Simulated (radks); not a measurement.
Results of a calculation; reference values are marked as such.
Br5+, configuration [Ar] 3d10 4s2.

Level of theory: scalar-relativistic Kohn-Sham, PBE, spin-unpolarised, spherical densities, point nucleus (a radial shooting solver on a logarithmic mesh with Libxc functionals).

Energy parts (eV):
total: -70750.044
kinetic: 72288.259
electron-nucleus: -168463.535
Hartree: 27876.350
exchange-correlation: -2451.118

Orbitals (lengths in bohr, moments of r in powers of bohr; <r^-3> diverges for s and p1/2):
| orbital | occ. | eigenvalue (eV) | <r^-3> | <r^2> |
|---|---|---|---|---|
| 1s | 2 | -13391.33 | - | 0.002461 |
| 2s | 2 | -1804.887 | - | 0.04235 |
| 2p | 6 | -1600.521 | 1357 | 0.03349 |
| 3s | 2 | -308.8221 | - | 0.3484 |
| 3p | 6 | -244.1910 | 197.7 | 0.3702 |
| 3d | 10 | -137.1776 | 23.61 | 0.4181 |
| 4s | 2 | -81.0366 | - | 2.419 |
| 4p | 0 | -65.2961 | 26.39 | 2.993 |
| 5s | 0 | -36.1621 | - | 9.846 |

The highest occupied level is 4s at -81.037 eV. Summed over all electrons, <r^2> = 12.23 bohr^2, which gives a Langevin (diamagnetic) susceptibility term of -9.68 x 10^-6 cm^3/mol. The density falls to 0.001 e/bohr^3 at r = 2.75 bohr.
